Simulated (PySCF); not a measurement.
Ligands exchanged one at a time, Al Br-SiH3. All species are isolated molecules in the gas phase. Strings in code marks are SMILES.

Computed with B3LYP-D3(BJ)/def2-TZVP (PySCF 2.14.0). All candidates: neutral, multiplicity 1. B3LYP has the VWN-RPA correlation part, as in Gaussian. Excitations are Tamm–Dancoff values on a coarser integration grid. The basis has no diffuse functions, so Rydberg states are missing or too high.

```
Quantity               Value
-------------------  -------
S1 excitation (TDA)  4.84 eV
T1 excitation (TDA)  4.16 eV
HOMO–LUMO gap        5.72 eV
```

**Question.** Which member has these values?
A) `[SiH3][Al]([Br])[Br]`
B) `[Br][Al]([Br])[Br]`
C) `[SiH3][Al]([SiH3])[SiH3]`
D) `[SiH3][Al]([SiH3])[Br]`

**Answer.** A, `[SiH3][Al]([Br])[Br]`. The others give `[SiH3][Al]([SiH3])[Br]`: 3.60 eV, 3.09 eV, 4.55 eV; `[SiH3][Al]([SiH3])[SiH3]`: 3.35 eV, 2.84 eV, 4.32 eV; `[Br][Al]([Br])[Br]`: 5.49 eV, 5.22 eV, 6.49 eV
